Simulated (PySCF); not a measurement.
Changes within a family of molecules, several properties at once.

PySCF, CAM-B3LYP/def2-SVPD, density fitting, gas phase; each molecule at its own GFN2-xTB geometry, one conformer. Singlet excitations by full TDDFT with frozen cores and triplets by Tamm–Dancoff TDDFT. 

Torsions of the conformers computed, which needn't be the lowest (atom-mapped SMILES):
- `[CH2:1]=[CH:2][CH2:3][NH:4][Si@H:5]([NH2:6])[F:7]`: C1–C2–C3–N4 -128°, C2–C3–N4–Si5 -147°, C3–N4–Si5–N6 168°, H–N6–Si5–N4 -43°, H–N6–Si5–N4 178°
- `[N:1]#[C:2][CH2:3][CH2:4][NH:5][Si@H:6]([NH2:7])[F:8]`: C2–C3–C4–N5 -58°, C3–C4–N5–Si6 -74°, C4–N5–Si6–N7 66°, H–N7–Si6–N5 59°, H–N7–Si6–N5 -163°
- `[NH2:1][Si@H:2]([F:3])[NH:4][CH2:5][CH:6]([F:7])[F:8]`: N1–Si2–N4–C5 167°, Si2–N4–C5–C6 85°, N4–C5–C6–F7 57°, H–N1–Si2–F3 -72°, H–N1–Si2–F3 69°
- `[CH3:1][CH2:2][CH2:3][NH:4][Si@H:5]([NH2:6])[F:7]`: C1–C2–C3–N4 178°, C2–C3–N4–Si5 83°, C3–N4–Si5–N6 170°, H–N6–Si5–N4 -179°, H–N6–Si5–N4 -40°
- `[H]/[N:1]=[CH:2]\[CH2:3][NH:4][Si@@H:5]([NH2:6])[F:7]`: N1–C2–C3–N4 -9°, C2–C3–N4–Si5 143°, C3–N4–Si5–N6 -163°, H–N6–Si5–N4 -174°, H–N6–Si5–N4 46°
- `[NH2:1][Si@H:2]([F:3])[NH:4][CH2:5][CH2:6][SiH3:7]`: N1–Si2–N4–C5 179°, Si2–N4–C5–C6 -75°, N4–C5–C6–Si7 -58°, H–N1–Si2–F3 -42°, H–N1–Si2–F3 -179°

The conformers of `NCCN[Si@H](N)F` aren't listed.

Reference: `C=CCN[Si@H](N)F`, with HOMO energy -8.49 eV, LUMO energy 1.21 eV, lowest singlet excitation 6.57 eV, lowest triplet excitation 4.52 eV and mean polarisability 77.9 au.

Changes against it:

```json
{"molecule": "NCCN[Si@H](N)F", "Δ HOMO energy (eV)": "+0.36", "Δ LUMO energy (eV)": "-0.27", "Δ lowest singlet excitation (eV)": "-0.56", "Δ lowest triplet excitation (eV)": "+1.29", "Δ mean polarisability (au)": "-4.2"}
{"molecule": "CCCN[Si@H](N)F", "Δ HOMO energy (eV)": "+0.10", "Δ LUMO energy (eV)": "+0.06", "Δ lowest singlet excitation (eV)": "-0.06", "Δ lowest triplet excitation (eV)": "+1.75", "Δ mean polarisability (au)": "-0.5"}
{"molecule": "[H]/N=C\\CN[Si@@H](N)F", "Δ HOMO energy (eV)": "-0.34", "Δ LUMO energy (eV)": "-0.18", "Δ lowest singlet excitation (eV)": "-1.21", "Δ lowest triplet excitation (eV)": "+0.02", "Δ mean polarisability (au)": "-6.9"}
{"molecule": "N[Si@H](F)NCC[SiH3]", "Δ HOMO energy (eV)": "-0.19", "Δ LUMO energy (eV)": "-0.09", "Δ lowest singlet excitation (eV)": "+0.13", "Δ lowest triplet excitation (eV)": "+1.93", "Δ mean polarisability (au)": "+12.7"}
```

Rows whose labels were lost:

```
row  Δ HOMO energy (eV)  Δ LUMO energy (eV)  Δ lowest singlet excitation (eV)  Δ lowest triplet excitation (eV)  Δ mean polarisability (au)
  P               -0.39               -0.07                             +0.38                             +2.16                       -11.8
  Q               -0.49               -0.32                             +0.30                             +1.98                        -0.8
```

Problem. Which row belongs to which of `N#CCCN[Si@H](N)F` and `N[Si@H](F)NCC(F)F`?

Solution. P = `N[Si@H](F)NCC(F)F` and Q = `N#CCCN[Si@H](N)F`. P and Q are told apart most clearly by the mean polarisability (-11.8 against -0.8 au).

Problem. Which row has the smallest HOMO–LUMO gap and which the largest, and does the HOMO or the LUMO shift more there?

Solution. Smallest, counted from the reference: `NCCN[Si@H](N)F`, -0.63 eV (HOMO +0.36, LUMO -0.27), the larger shift being that of neither alone. Largest: P, +0.32 eV (HOMO -0.39, LUMO -0.07), the larger shift being that of the HOMO.
